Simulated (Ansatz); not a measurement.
BaCl, SMILES [Ba+][Cl], charge +1. Atoms are numbered in the order given.

```xyz
2

Ba     0.0000     0.0000    -0.5933
Cl     0.0000     0.0000     2.0067
```
Charge +1, spin multiplicity 1.

The structure is a stationary point at B3LYP-D3(BJ)/def2-TZVPD. The multiplicity is an assumed one; other spin states were not compared. The def2 effective core potentials stand for the cores of Ba; spin–orbit coupling is left out.

Two levels are set side by side: PBE-D3(BJ)/def2-TZVPD (Ansatz, a first-principles code) and B3LYP-D3(BJ)/def2-TZVPD (Ansatz). Each level has its own optimised geometry; the coordinates shown are those of the second. Differences are taken from unrounded values.

```json
[
 {"quantity": "bond Ba1–Cl2 (Å)", "B3LYP-D3(BJ)": "2.600", "PBE-D3(BJ)": "2.581", "PBE-D3(BJ) minus B3LYP-D3(BJ)": "-0.019"}
]
```

Here PBE gives about what the other level gives.
